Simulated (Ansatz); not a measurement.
# A geometry optimisation of C3H8BP with PBE-D3(BJ)/def2-SVP

The starting geometry of this gas-phase singlet was optimised with GFN2-xTB; its bonds are those of `C=CCBP`.

```xyz
13

C     1.5779   -0.8309    0.3639
C     0.7250   -0.1363    1.0941
C    -0.1511   -0.7092    2.1604
B    -1.7058   -0.6074    1.8931
P    -2.4072    0.3732    0.4704
H     2.1758   -0.3758   -0.4074
H     1.7187   -1.8902    0.5108
H     0.6046    0.9283    0.9253
H     0.0525   -0.1830    3.1010
H     0.1239   -1.7524    2.3437
H    -2.4452   -1.0454    2.6915
H    -3.4709   -0.4319    0.1156
H    -1.5776   -0.0167   -0.5597
```

Task: Where would you expect an optimisation with PBE-D3(BJ)/def2-SVP to take it?

Result: It keeps its bonds, and is `C=CCBP`.

The energy falls by 0.19 eV over 12 steps:

```csv
step,E − E(last) (eV)
1,0.190
2,0.018
3,0.005
5,0.002
6,0.001
7,0.000
8,0.000
10,0.000
11,0.000
12,0.000
```

Final geometry (Å):

| atom | x (Å) | y (Å) | z (Å) |
| --- | --- | --- | --- |
| C | 1.5923 | -0.8107 | 0.3277 |
| C | 0.7868 | -0.1113 | 1.1473 |
| C | -0.1428 | -0.6869 | 2.1730 |
| B | -1.6947 | -0.5762 | 1.9054 |
| P | -2.4228 | 0.2962 | 0.4048 |
| H | 2.2233 | -0.3109 | -0.4236 |
| H | 1.6509 | -1.9115 | 0.3790 |
| H | 0.7663 | 0.9909 | 1.0495 |
| H | 0.0362 | -0.2317 | 3.1775 |
| H | 0.0539 | -1.7745 | 2.3339 |
| H | -2.4711 | -0.9394 | 2.7725 |
| H | -3.5891 | -0.4800 | 0.1173 |
| H | -1.5687 | -0.1315 | -0.6615 |

The end wasn't checked by frequencies. Run with Ansatz 0.2.0, 27 s on 2 threads of Intel(R) Xeon(R) Processor @ 2.70GHz, on a shared host.
